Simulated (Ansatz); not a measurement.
Geometry optimisation, Ansatz, RKS CAM-B3LYP/def2-SVP.

Input:

```yaml
crystal:
  periodic: [false, false, false]
  atoms:
    - { symbol: B, position_ang: [0.0, 0.0, 0.0] }
    - { symbol: F, position_ang: [0.0, 0.0, 1.67] }
    - { symbol: O, position_ang: [1.2211, 0.0, -0.705] }
    - { symbol: H, position_ang: [1.5209, -0.9519, -0.8599] }
    - { symbol: H, position_ang: [-1.0305, 0.0, -0.595] }
    - { symbol: S, position_ang: [0.0982, 2.076, 0.6906] }
    - { symbol: H, position_ang: [0.6507, 2.1151, 1.9763] }
    - { symbol: H, position_ang: [0.0504, 1.0663, 1.6601] }
basis:
  gaussian: { orbitals: def2-SVP }
hamiltonian:
  xc: cam_b3lyp
relax:
  f_tol: 0.15
  max_steps: 25
  restrain:
    - { distance: [0, 5], at: 3.09, k: 30.0 }
    - { distance: [7, 1], at: 2.12, k: 30.0 }
    - { distance: [0, 1], at: 1.32, k: 30.0 }
    - { distance: [7, 5], at: 1.4, k: 30.0 }
output:
  orbitals: {}
```

Command:

```bash
$ ansatz run input.yaml --threads 2 --pin off --max-ram 3072MiB --backend cpu --events-out ev --progress --plain --runs-dir out
```

Question: Where does it end, and by what steps?

Answer: The run converged. The restraints hold the end off the free minimum; the threshold counts their pulls, which the force column leaves out. Restrained pairs: B1–S6 (2.19 → 3.10 Å), F2–H8 (1.07 → 2.13 Å), B1–F2 (1.67 → 1.33 Å), S6–H8 (1.40 → 1.38 Å). After 11 steps the energy has fallen by 4.659 eV (the restraints' own energy left out); F2 moved furthest, 0.86 Å.

| step | energy less start (eV) | largest force component (eV/Å) | accepted |
| --- | --- | --- | --- |
| 0 | 0.0000 | 6.373 | yes |
| 1 | -1.1370 | 2.789 | yes |
| 2 | -1.8158 | 3.003 | yes |
| 3 | -2.3363 | 2.444 | yes |
| 4 | -3.3654 | 1.979 | yes |
| 5 | -3.9813 | 1.905 | yes |
| 6 | -4.4044 | 0.882 | yes |
| 7 | -4.4564 | 2.122 | yes |
| 8 | -4.6388 | 0.751 | yes |
| 9 | -4.6549 | 0.750 | yes |
| 10 | -4.6555 | 0.732 | no |
| 11 | -4.6587 | 0.762 | yes |

```xyz
8
Properties=species:S:1:pos:R:3
B -0.060 -0.288 -0.161
F -0.061 -0.656 1.119
O 1.046 -0.449 -0.902
H 1.799 -0.794 -0.405
H -1.078 0.097 -0.669
S -0.028 2.488 1.208
H 1.194 2.592 1.770
H -0.302 1.316 1.875
```

Time of the run: 40 s on 2 threads of Arm Neoverse N1, on a shared host, peak memory 0.17 GiB.
